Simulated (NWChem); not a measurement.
C2H2BCl; SMILES C#CBCl

All runs: NWChem. Pople sets run with spherical d functions. Each level has its own optimisation; frequencies are unscaled.

| level | r B–C (Å) | r B–Cl (Å) | r B–H (Å) | r C–C (Å) | highest harmonic frequency (cm⁻¹) | lowest (cm⁻¹) | zero-point energy (kcal/mol) | dipole (D) |
|---|---|---|---|---|---|---|---|---|
| Hartree-Fock/6-31G* | 1.521 | 1.758 | 1.179 | 1.194 | 3653 | 183 | 22.0 | 1.98 |
| B3LYP/3-21G | 1.492 | 1.804 | 1.185 | 1.214 | 3482 | 175 | 20.9 | 2.45 |
| PBE0/def2-SVP | 1.513 | 1.748 | 1.203 | 1.219 | 3474 | 167 | 20.6 | 1.44 |
